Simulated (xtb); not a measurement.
F₃Sb, triplet, from a rough starting geometry (a higher spin typed on purpose: for a closed-shell molecule this is an excited state); GFN2-xTB run with xtb 6.7.1.

Here is a job for xtb.
```
$ xtb mol.xyz --gfn 2 --uhf 2 --opt vtight --json

# file mol.xyz
4

Sb    -0.02988941    -0.04904206     0.91502945
F     -1.31322049    -0.93969197    -0.27831387
F     -0.19026524     1.60488405    -0.30597625
F      1.42730057    -0.59640736    -0.29858220
```

Predict the main parts of the log of this xtb run.


```
   ID    Z sym.   atoms
    1   51 Sb     1
    2    9 F      2-4

           -------------------------------------------------
          |                Calculation Setup                |
           -------------------------------------------------

           -------------------------------------------------
          |                 G F N 2 - x T B                 |
           -------------------------------------------------

          ...................................................
          :                      SETUP                      :
          :.................................................:
          :  # basis functions                  22          :
          :  # atomic orbitals                  21          :
          :  # shells                            9          :
          :  # electrons                        26          :
          :  max. iterations                   250          :
          :  Hamiltonian                  GFN2-xTB          :
          :  restarted?                      false          :
          :  GBSA solvation                  false          :
          :  PC potential                    false          :
          :  electronic temp.          300.0000000     K    :
          :  accuracy                    1.0000000          :
          :  -> integral cutoff          0.2500000E+02      :
          :  -> integral neglect         0.1000000E-07      :
          :  -> SCF convergence          0.1000000E-05 Eh   :
          :  -> wf. convergence          0.1000000E-03 e    :
          :  Broyden damping             0.4000000          :
          :  net charge                          0          :
          :  unpaired electrons                  2          :
          ...................................................

 iter      E             dE          RMSdq      gap      omega  full diag
   1    -16.3137692 -0.163138E+02  0.124E+01    0.42       0.0  T
   2    -16.3385936 -0.248244E-01  0.103E+01    0.43       1.0  T
   3    -16.2917673  0.468263E-01  0.383E+00    0.68       1.0  T
   4    -16.2760410  0.157263E-01  0.475E+00    0.49       1.0  T
   5    -16.3586628 -0.826217E-01  0.140E+00    0.58       1.0  T
   6    -16.3591897 -0.526953E-03  0.728E-01    0.59       1.0  T
   7    -16.3589573  0.232479E-03  0.493E-01    0.59       1.0  T
   8    -16.3591621 -0.204816E-03  0.242E-01    0.60       1.0  T
   9    -16.3592085 -0.464261E-04  0.133E-01    0.59       1.0  T
  10    -16.3592273 -0.188264E-04  0.383E-02    0.59       1.3  T
  11    -16.3592298 -0.247995E-05  0.141E-02    0.59       3.6  T
  12    -16.3592298 -0.414166E-08  0.655E-03    0.59       7.6  T
  13    -16.3592298 -0.222194E-07  0.144E-03    0.59      34.6  T
  14    -16.3592298 -0.475168E-08  0.214E-04    0.59     233.5  T
  15    -16.3592298 -0.151417E-10  0.167E-04    0.59     298.5  T

   *** convergence criteria satisfied after 15 iterations ***

 transition dipole moment (au) for excitation:          13          14
     X       Y       Z
   0.2144  -0.9621   0.1283  total (au/Debye):    0.994   2.527
 dE (eV)             :    5.212
 oscillator strength :  0.17843E+00

         :::::::::::::::::::::::::::::::::::::::::::::::::::::
         ::                     SUMMARY                     ::
         :::::::::::::::::::::::::::::::::::::::::::::::::::::
         :: total energy             -16.356706511968 Eh    ::
         :: gradient norm              0.110041474388 Eh/a0 ::
         :: HOMO-LUMO gap              0.594039213495 eV    ::
         ::.................................................::
         :: SCC energy               -16.359229719434 Eh    ::
         :: -> isotropic ES            0.053368541861 Eh    ::
         :: -> anisotropic ES          0.001273029643 Eh    ::
         :: -> anisotropic XC         -0.005493296865 Eh    ::
         :: -> dispersion             -0.001729255525 Eh    ::
         :: repulsion energy           0.002523207466 Eh    ::
         :: add. restraining           0.000000000000 Eh    ::
         :: total charge               0.000000000002 e     ::
         :::::::::::::::::::::::::::::::::::::::::::::::::::::

      -----------------------------------------------------------
     |                   =====================                   |
     |                        A N C O P T                        |
     |                   =====================                   |
     |               Approximate Normal Coordinate               |
     |                Rational Function Optimizer                |
      -----------------------------------------------------------
      -----------------------------------------------------------
     |                   =====================                   |
     |                        A N C O P T                        |
     |                   =====================                   |
     |               Approximate Normal Coordinate               |
     |                Rational Function Optimizer                |
      -----------------------------------------------------------

          ...................................................
          :                      SETUP                      :
          :.................................................:
          :   optimization level         verytight          :
          :   max. optcycles                   200          :
          :   ANC micro-cycles                  20          :
          :   degrees of freedom                 6          :
          :.................................................:
          :   RF solver                   davidson          :
          :   write xtbopt.log                true          :
          :   linear?                        false          :
          :   energy convergence         0.1000000E-06 Eh   :
          :   grad. convergence          0.2000000E-03 Eh/α :
          :   maxmium RF displ.          1.0000000          :
[...]
 * total energy  :   -16.4197826 Eh     change       -0.1235796E-03 Eh
 * total energy  :   -16.4198351 Eh     change       -0.5251851E-04 Eh
 * total energy  :   -16.4198473 Eh     change       -0.1222973E-04 Eh
 * total energy  :   -16.4198490 Eh     change       -0.1655279E-05 Eh
 * total energy  :   -16.4198491 Eh     change       -0.1268969E-06 Eh
 * total energy  :   -16.4198500 Eh     change       -0.9208397E-06 Eh
 * total energy  :   -16.4198502 Eh     change       -0.1673687E-06 Eh
 * total energy  :   -16.4198507 Eh     change       -0.4685329E-06 Eh
 * total energy  :   -16.4198510 Eh     change       -0.3377813E-06 Eh
 * total energy  :   -16.4198513 Eh     change       -0.2403179E-06 Eh
 * total energy  :   -16.4198514 Eh     change       -0.1818075E-06 Eh
 * total energy  :   -16.4198516 Eh     change       -0.1223249E-06 Eh
 * total energy  :   -16.4198516 Eh     change       -0.8191629E-07 Eh
   *** GEOMETRY OPTIMIZATION CONVERGED AFTER 60 ITERATIONS ***
[...]
          :  -> wf. convergence          0.1000000E-03 e    :
          :  Broyden damping             0.4000000          :
          :  net charge                          0          :
          :  unpaired electrons                  2          :
          ...................................................

 iter      E             dE          RMSdq      gap      omega  full diag
   1    -16.4205536 -0.164206E+02  0.401E-05    2.61       0.0  T
   2    -16.4205536  0.788702E-12  0.209E-05    2.61    2387.3  T
   3    -16.4205536 -0.142109E-12  0.263E-05    2.61    1901.8  T

   *** convergence criteria satisfied after 3 iterations ***

 transition dipole moment (au) for excitation:          13          14
     X       Y       Z
  -0.1111   0.1501  -0.3352  total (au/Debye):    0.384   0.975
 dE (eV)             :    2.469
 oscillator strength :  0.12594E-01

         :::::::::::::::::::::::::::::::::::::::::::::::::::::
         ::                     SUMMARY                     ::
         :::::::::::::::::::::::::::::::::::::::::::::::::::::
         :: total energy             -16.419851641730 Eh    ::
         :: gradient norm              0.000026046780 Eh/a0 ::
         :: HOMO-LUMO gap              2.610243261597 eV    ::
         ::.................................................::
         :: SCC energy               -16.420553270832 Eh    ::
         :: -> isotropic ES            0.062136317113 Eh    ::
         :: -> anisotropic ES          0.002468587771 Eh    ::
         :: -> anisotropic XC         -0.002557726269 Eh    ::
         :: -> dispersion             -0.001590506161 Eh    ::
         :: repulsion energy           0.000701629102 Eh    ::
         :: add. restraining           0.000000000000 Eh    ::
         :: total charge               0.000000000366 e     ::
         :::::::::::::::::::::::::::::::::::::::::::::::::::::

           -------------------------------------------------
          |                Property Printout                |
           -------------------------------------------------

    * Orbital Energies and Occupations

         #    Occupation            Energy/Eh            Energy/eV
      -------------------------------------------------------------
         1        2.0000           -0.9500361             -25.8518
         2        2.0000           -0.8338820             -22.6911
         3        2.0000           -0.8195004             -22.2997
         4        2.0000           -0.7840703             -21.3356
         5        2.0000           -0.5519427             -15.0191
         6        2.0000           -0.5496009             -14.9554
         7        2.0000           -0.5362585             -14.5923
         8        2.0000           -0.5324318             -14.4882
         9        2.0000           -0.5293862             -14.4053
        10        2.0000           -0.5280795             -14.3698
        11        2.0000           -0.5266208             -14.3301
        12        2.0000           -0.5260960             -14.3158
        13        1.0000           -0.4924806             -13.4011
        14        1.0000           -0.4017446             -10.9320 (HOMO)
        15                         -0.3058199              -8.3218 (LUMO)
        16                         -0.2728489              -7.4246
        17                         -0.0510146              -1.3882
        18                         -0.0400407              -1.0896
        19                          0.0771404               2.0991
        20                          0.1048372               2.8528
        21                          0.6033907              16.4191
      -------------------------------------------------------------
                  HL-Gap            0.0959247 Eh            2.6102 eV
             Fermi-level           -0.4314048 Eh          -11.7391 eV

     #   Z          covCN         q      C6AA      α(0)
     1  51 Sb       2.025     0.628   374.731    37.881
     2   9 F        0.660    -0.208    11.337     3.974
     3   9 F        0.656    -0.208    11.339     3.975
     4   9 F        0.709    -0.213    11.381     3.984

 Mol. C6AA /au·bohr⁶  :        830.871731
 Mol. C8AA /au·bohr⁸  :      57130.064022
 Mol. α(0) /au        :         49.813244

Wiberg/Mayer (AO) data.
largest (>0.10) Wiberg bond orders for each atom

 ---------------------------------------------------------------------------
     #   Z sym  total        # sym  WBO       # sym  WBO       # sym  WBO
 ---------------------------------------------------------------------------
     1  51 Sb   2.428 --     4 F    0.983     2 F    0.727     3 F    0.719
     2   9 F    1.072 --     1 Sb   0.727     3 F    0.223     4 F    0.122
     3   9 F    1.064 --     1 Sb   0.719     2 F    0.223     4 F    0.123
     4   9 F    1.227 --     1 Sb   0.983     3 F    0.123     2 F    0.122
 ---------------------------------------------------------------------------

Topologies differ in total number of bonds
Writing topology from bond orders to xtbtopo.mol

molecular dipole:
                 x           y           z       tot (Debye)
 q only:       -0.328       0.202       0.199
   full:       -0.441       0.274       0.269       1.486
molecular quadrupole (traceless):
                xx          xy          yy          xz          yz          zz
 q only:       -1.099      -3.165      -2.630       0.605      -2.365       3.729
  q+dip:       -1.303      -3.564      -2.985       0.752      -2.739       4.287
   full:       -1.251      -4.467      -3.606       0.533      -2.991       4.858

optimized geometry written to: xtbopt.xyz

           -------------------------------------------------
          | TOTAL ENERGY              -16.419851641730 Eh   |
          | GRADIENT NORM               0.000026046780 Eh/α |
          | HOMO-LUMO GAP               2.610243261597 eV   |
           -------------------------------------------------

normal termination of xtb
```
